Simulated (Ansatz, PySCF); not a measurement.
CH₂NS, SMILES N[C]=S, multiplicity 2. Atoms are numbered in the order given.

```xyz
5

N     -0.1295    -1.5871     0.0000
C      0.4258    -0.4020     0.0000
S     -0.0514     1.1113     0.0000
H     -1.1358    -1.7125     0.0000
H      0.4383    -2.4178     0.0000
```
Charge 0, spin multiplicity 2.

Coordinates come from a PBE0-D3(BJ)/def2-TZVP optimisation. The isomer is the one that the SMILES or the coordinates give; other isomers of the formula were not compared. One conformer was computed; it need not be the lowest.

Two levels are set side by side: PBE-D3(BJ)/def2-TZVP (Ansatz, an electronic-structure program) and PBE0-D3(BJ)/def2-TZVP (Ansatz). Each level has its own optimised geometry; the coordinates shown are those of the second. Frequencies come from the Hessian of PySCF at each geometry. Differences are taken from unrounded values.

```json
[
 {"quantity": "mean bond length (Å)", "PBE0-D3(BJ)": "1.229"},
 {"quantity": "bond N1–C2 (Å)", "PBE0-D3(BJ)": "1.309"},
 {"quantity": "bond C2–S3 (Å)", "PBE0-D3(BJ)": "1.587"},
 {"quantity": "bond N1–H4 (Å)", "PBE0-D3(BJ)": "1.014"},
 {"quantity": "bond N1–H5 (Å)", "PBE0-D3(BJ)": "1.006"},
 {"quantity": "highest harmonic wavenumber (cm⁻¹)", "PBE0-D3(BJ)": "3663"},
 {"quantity": "mean harmonic wavenumber (cm⁻¹)", "PBE0-D3(BJ)": "1539"},
 {"quantity": "zero-point energy (kcal/mol)", "PBE0-D3(BJ)": "19.80"}
]
```

Q: What does PBE-D3(BJ) give, and how far is it from PBE0-D3(BJ)? (An estimate is asked for; the answer gives what the named calculation found.)

A: 
```json
[
 {"quantity": "mean bond length (Å)", "PBE-D3(BJ)": "1.240", "PBE-D3(BJ) minus PBE0-D3(BJ)": "0.011"},
 {"quantity": "bond N1–C2 (Å)", "PBE-D3(BJ)": "1.319", "PBE-D3(BJ) minus PBE0-D3(BJ)": "0.010"},
 {"quantity": "bond C2–S3 (Å)", "PBE-D3(BJ)": "1.600", "PBE-D3(BJ) minus PBE0-D3(BJ)": "0.013"},
 {"quantity": "bond N1–H4 (Å)", "PBE-D3(BJ)": "1.026", "PBE-D3(BJ) minus PBE0-D3(BJ)": "0.012"},
 {"quantity": "bond N1–H5 (Å)", "PBE-D3(BJ)": "1.015", "PBE-D3(BJ) minus PBE0-D3(BJ)": "0.009"},
 {"quantity": "highest harmonic wavenumber (cm⁻¹)", "PBE-D3(BJ)": "3534", "PBE-D3(BJ) minus PBE0-D3(BJ)": "-129"},
 {"quantity": "mean harmonic wavenumber (cm⁻¹)", "PBE-D3(BJ)": "1479", "PBE-D3(BJ) minus PBE0-D3(BJ)": "-60"},
 {"quantity": "zero-point energy (kcal/mol)", "PBE-D3(BJ)": "19.02", "PBE-D3(BJ) minus PBE0-D3(BJ)": "-0.78"}
]
```

Exact exchange shortens and stiffens bonds; PBE has none. Differences between two approximate levels are no errors against the true value.
